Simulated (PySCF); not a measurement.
Orbital gap (eV) of eight silicon and germanium compounds: PBE beside ωB97X, computed with PySCF for isolated molecules in the bases named; differences from unrounded values. The eight are the first of their class met in an unordered collection, after screening for sound electronic states; none was chosen by its value. Each molecule has one DFT geometry for both levels.

```tsv
molecule	basis	ωB97X	PBE	difference
CH₅FOSi₂, SMILES F[Si@H]1CO[SiH2]1	def2-TZVP	11.43	…	…
Ge(H)3(SMe) (CH₆GeS), SMILES C[S][GeH3]	def2-TZVPD	10.74	…	…
Si(H)(Cl)(OH)(OMe) (CH₅ClO₂Si), SMILES Cl[SiH](OC)O	def2-TZVP	13.92	6.82	-7.10
C2H3ClN2Si, SMILES [SiH]1(N=CC=N1)Cl	def2-TZVP	9.96	…	…
CH6ClFSi3, SMILES F[Si@]1(Cl)C[SiH2][SiH2]1	def2-TZVP	10.63	4.48	-6.15
1,2-dihydrosiline (C5H8Si), SMILES C1=CC[SiH2]C=C1	def2-TZVP	9.50	3.32	-6.18
Si(OMe)2 (C2H6O2Si), SMILES CO[Si]OC (connectivity only; charge and spin as stated), neutral, multiplicity 1	def2-TZVP	10.32	3.95	-6.37
C4H7FSi, SMILES [C@H]1(C=C[Si@@H]1C)F	def2-TZVP	11.72	4.78	-6.93
```

Task: Some entries are withheld; supply them. (The exact figures need the calculation; the answer reports its results.)

Result: 
- CH₅FOSi₂, SMILES F[Si@H]1CO[SiH2]1, PBE: 4.88
- CH₅FOSi₂, SMILES F[Si@H]1CO[SiH2]1, difference: -6.54
- C2H3ClN2Si, SMILES [SiH]1(N=CC=N1)Cl, PBE: 2.83
- C2H3ClN2Si, SMILES [SiH]1(N=CC=N1)Cl, difference: -7.13
- Ge(H)3(SMe) (CH₆GeS), SMILES C[S][GeH3], PBE: 4.58
- Ge(H)3(SMe) (CH₆GeS), SMILES C[S][GeH3], difference: -6.16

PBE lies below ωB97X in 8 and above it in 0 of the eight; the mean signed difference is -6.57 and the largest -7.13 eV.
